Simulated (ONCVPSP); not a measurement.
## Before and after: ONCV potential for cadmium (Cd)

ONCVPSP 4.0.1 input, shortened (lines: element, Z, core and valence counts, functional; n l f; lmax; l rc ep ncon nbas qcut; lloc lpopt rc5 dvloc0; l nproj debl; icmod fcfact rcfact), LDA (Perdew-Zunger), scalar-relativistic:

```
  Cd 48.00    6    5        3      upf
    1    0    2.00
    2    0    2.00
    2    1    6.00
    3    0    2.00
    3    1    6.00
    3    2   10.00
    4    0    2.00
    4    1    6.00
    4    2   10.00
    5    0    1.75
    5    1    0.25
    2
    0    1.50    0.00    5    9    6.40
    1    1.50    0.00    3    7   10.30
    2    1.35    0.00    3    8   11.90
    4    5    1.00    0.00
    0    2    2.20
    1    2    1.70
    2    2    1.80
    3    5.75    1.40
```

All-electron outer shells of the reference configuration (LDA (Perdew-Zunger), scalar-relativistic, ld1.x):

```csv
shell,level (eV),outermost node (bohr),outermost maximum (bohr)
3p,-601.46,0.14,0.32
3d,-394.52,–,0.27
4s,-106.36,0.43,0.79
4p,-67.51,0.43,0.84
4d,-12.40,0.42,0.98
5s,-6.31,1.06,2.32
5p,-1.61,1.20,3.21
```

Change: s: qcut 8.4.

Cutoffs: the cutoffs (Ha) at which the residual kinetic energy of the hardest occupied pseudo-wave falls to 1 and 0.1 mHa per electron; they do not see the model core or the augmentation charge, which bear on the density cutoff. Errors are all-electron minus pseudo energies relative to the spin-unpolarised reference configuration.

Q: What does the change do?

A: The potential gets softer (39 Ha and 94 Ha → 39 Ha and 47 Ha); the errors of the 3 common tests hardly move; neither file shows a bound ghost.

```csv
quantity,base,changed
"cutoff, loose",39 Ha,39 Ha
"cutoff, tight",94 Ha,47 Ha
loose cutoff by channel,"s 29 Ha, p 20 Ha, d 39 Ha","s 28 Ha, p 20 Ha, d 39 Ha"
bound ghosts,none,none
GHOST(+) flags under 300 eV,s at 182.3 eV,s at 244.9 eV
tests with a reliable result,3 of 4,3 of 4
"error for 4s2 4p6 4d10 5s2 5p0, meV [ΔE -1.17 eV]",+0.1,+0.1
"error for 4s2 4p6 4d10 5s1 5p0, meV [ΔE 8.46 eV]",-1.7,-1.5
"error for 4s2 4p6 4d10 5s1 5p1, meV [ΔE 3.62 eV]",-0.8,-0.6
s: phases at 1.52 bohr within 0.05 rad from the reference energy up to (Ha; the scan ends near 5),to the end of the scan,to the end of the scan
p: phases at 1.52 bohr within 0.05 rad from the reference energy up to (Ha; the scan ends near 5),to the end of the scan,to the end of the scan
d: phases at 1.37 bohr within 0.05 rad from the reference energy up to (Ha; the scan ends near 5),to the end of the scan,to the end of the scan
"rms error of d²Exc/dni dnj with the model core, mHa",1.13,0.84
```
